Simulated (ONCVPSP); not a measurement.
## Nd, ONCV: configuration errors across variants

- Element: neodymium (Nd)
- Generator: ONCVPSP 4.0.1
- Type: optimised norm-conserving Vanderbilt (ONCV)
- Functional: PBE
- Relativity: scalar-relativistic
- Frozen core: [Kr] 4d10 4f3
- Valence charge: 11
- Reference configuration: 5s2 5p6 5d1 6s2
- Partial waves: 5s+6s: rc 2.50 bohr, ncon 4, nbas 9, qcut 4.4 1/bohr, 2 projectors; 5p: rc 1.65 bohr, ncon 4, nbas 8, qcut 5 1/bohr, 2 projectors, debl 3.8 Ha; 5d: rc 1.65 bohr, ncon 4, nbas 8, qcut 5.4 1/bohr, local
- Local potential: the d channel
- Core correction: Teter function, fcfact 2.5, rcfact 1.65

All-electron excitation energies from the reference (eV): (1) 5s2 5p6 5d1 6s1 6.265; (2) 5s2 5p6 5d1 6s0 17.699; (3) 5s2 5p6 5d0 6s0 37.196; (4) 5s2 5p6 5d2 6s0 6.700.

A true bound ghost makes a file unfit for plane-wave use even where its test errors are small: the radial tests pick states by their node count and pass the ghost by.

Errors AE − PS in meV (a dash: test not solved or not reliable):

| change | (1) | (2) | (3) | (4) | bound ghosts | GHOST(+) flags above zero |
| --- | --- | --- | --- | --- | --- | --- |
| base | -2.5 | -13 | -98 | -18 | none | none |
| s: rc 1.86 | -1.9 | -8.7 | -95 | -12 | none | none |
| s: rc 2 | -2.1 | -9.7 | -96 | -14 | none | none |
| s: rc 2.4 | -2.5 | -13 | -98 | -18 | none | none |
| s: rc 2.62 | -2.4 | -13 | -97 | -19 | none | none |
| s: rc 2.94 | -3.4 | -16 | -97 | -22 | s | none |
| s: rc 3.36 | -3.2 | -16 | -97 | -22 | none | s |

(1) Give the same row for: s: rc 3.64.

Answers

(1) -3.3, -17, -100, -22; bound ghosts: none; GHOST(+) flags above zero: s.
